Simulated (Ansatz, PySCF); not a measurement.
Reaction (SMILES): COC [methoxymethane] + 2 [H][H] (H2) → 2 C (CH4) + O (H2O)
Each molecule is optimised on its own at B3LYP-D3(BJ)/def2-TZVP (Ansatz, a quantum-chemistry and plane-wave program).

Property: energy of full hydrogenation (enthalpy at 298 K, with B3LYP-D3(BJ) rigid-rotor harmonic-oscillator terms from PySCF), in kJ/mol. Correlated levels leave the core frozen unless marked. No spin-orbit coupling. Non-relativistic. Basis-set limits of correlation are two-point, X^-3; Hartree-Fock from the larger set. The bracket is a focal-point correction in the basis named.

```json
[
 {"level": "PBE-D4/def2-TZVPD", "program": "Ansatz + dftd4", "energy of full hydrogenation (kJ/mol)": "-192.9"},
 {"level": "BP86-D3(BJ)/def2-TZVPD", "program": "PySCF + dftd3", "energy of full hydrogenation (kJ/mol)": "-190.4"},
 {"level": "B3LYP-D3(BJ)/def2-TZVPD", "program": "Ansatz + dftd3", "energy of full hydrogenation (kJ/mol)": "(withheld)"},
 {"level": "PBE0/STO-3G", "program": "Ansatz", "energy of full hydrogenation (kJ/mol)": "-63.8"},
 {"level": "PBE0/def2-TZVPD", "program": "Ansatz", "energy of full hydrogenation (kJ/mol)": "-205.5"},
 {"level": "PBE0/def2-QZVPP", "program": "Ansatz", "energy of full hydrogenation (kJ/mol)": "-210.0"},
 {"level": "r2SCAN0/def2-TZVPD", "program": "Ansatz", "energy of full hydrogenation (kJ/mol)": "-204.3"},
 {"level": "CAM-B3LYP-D3(BJ)/def2-TZVPD", "program": "Ansatz + dftd3", "energy of full hydrogenation (kJ/mol)": "(withheld)"},
 {"level": "B2PLYP-D4/def2-TZVPD", "program": "Ansatz + dftd4", "energy of full hydrogenation (kJ/mol)": "(withheld)"},
 {"level": "SCS-MP2/STO-3G", "program": "Ansatz", "energy of full hydrogenation (kJ/mol)": "-65.1"},
 {"level": "SCS-MP2/6-31G", "program": "Ansatz", "energy of full hydrogenation (kJ/mol)": "-196.0"},
 {"level": "RI-MP2/CBS(aug-cc-pVTZ,aug-cc-pVQZ)+[CCSD(T)-MP2]/aug-cc-pVTZ", "program": "Ansatz", "energy of full hydrogenation (kJ/mol)": "(withheld)"}
]
```

Some entries are withheld; supply them.


- B3LYP-D3(BJ)/def2-TZVPD, energy of full hydrogenation (kJ/mol): -195.9
- CAM-B3LYP-D3(BJ)/def2-TZVPD, energy of full hydrogenation (kJ/mol): -198.2
- B2PLYP-D4/def2-TZVPD, energy of full hydrogenation (kJ/mol): -197.8
- RI-MP2/CBS(aug-cc-pVTZ,aug-cc-pVQZ)+[CCSD(T)-MP2]/aug-cc-pVTZ, energy of full hydrogenation (kJ/mol): -206.3
